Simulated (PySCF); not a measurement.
A side-by-side comparison of computed properties.

First species: C3H7NO2Si.
Z-matrix (Å and degrees, GFN2-xTB geometry), rows numbered from 1:
```
C 
C   1  1.5006
O   2  1.2115  1  122.38
Si  2  1.9297  1  117.40  3  -180.00
N   4  1.7461  2   99.97  1  -179.25
C   5  1.3425  4  116.49  2   179.27
O   6  1.2062  5  121.61  4     0.05
H   1  1.0870  2  108.94  3  -123.44
H   1  1.0874  2  108.72  3   119.58
H   1  1.0877  2  111.45  3    -1.74
H   4  1.4591  2  110.28  1    63.86
H   4  1.4594  2  110.16  1   -62.39
H   5  1.0094  4  123.00  2    -0.66
H   6  1.1035  5  115.42  4  -179.96
```

Second species: C2H8OS2Si2.
SMILES: `[SiH3]S[C@H]1CO[SiH2]S1`

Levels: CAM-B3LYP/def2-SVPD for HOMO energy, LUMO energy, HOMO–LUMO gap and static isotropic polarisability; TDDFT CAM-B3LYP/def2-SVPD for lowest singlet excitation; TDA CAM-B3LYP/def2-SVPD for lowest triplet excitation (Tamm–Dancoff). Geometries: GFN2-xTB. All species are isolated and taken at one optimised geometry, non-relativistic unless stated; the electronic structure was computed with PySCF and density fitting.

The conformers computed, where there is a choice (atom-mapped SMILES and torsion angles):
- `[CH3:1][C:2](=[O:3])[SiH2:4][NH:5][CH:6]=[O:7]`: C1–C2–Si4–N5 -179°, C2–Si4–N5–C6 179°, Si4–N5–C6–O7 0°

The conformers of `[SiH3]S[C@H]1CO[SiH2]S1` aren't listed.

```json
{"property": "HOMO energy", "column X": "-8.65 eV", "column Y": "-8.32 eV"}
{"property": "LUMO energy", "column X": "-0.23 eV", "column Y": "0.41 eV"}
{"property": "HOMO–LUMO gap", "column X": "8.42 eV", "column Y": "8.73 eV"}
{"property": "lowest singlet excitation", "column X": "3.64 eV", "column Y": "5.30 eV"}
{"property": "lowest triplet excitation (Tamm–Dancoff)", "column X": "2.99 eV", "column Y": "4.86 eV"}
{"property": "static isotropic polarisability", "column X": "75.1 au", "column Y": "116.7 au"}
```

Problem. Which column belongs to which species?

Solution. Column X is the first species and column Y the second. The first has 14 atoms and 62 electrons, the second 15 and 88.

Problem. How does each property change from the first species to the second?

Solution. HOMO energy +0.33 eV; LUMO energy +0.64 eV; HOMO–LUMO gap +0.31 eV; lowest singlet excitation +1.66 eV; lowest triplet excitation (Tamm–Dancoff) +1.87 eV; static isotropic polarisability +41.6 au.

On the first: The vertical singlet–triplet gap S1 − T1 is 0.65 eV (TDDFT singlet less Tamm–Dancoff triplet; S1: HOMO→LUMO, weight 0.95; T1: HOMO→LUMO, weight 0.94). The polarisability is 11.12 Å³ as a volume (1 au = 0.148185 Å³), or 1.21 au for each of the 62 electrons.

On the second: No computed singlet falls in the visible range (750 to 380 nm, 1.65 to 3.26 eV); S1 lies 2.04 eV above its blue end. The polarisability is 17.29 Å³ as a volume (1 au = 0.148185 Å³), or 1.33 au for each of the 88 electrons.
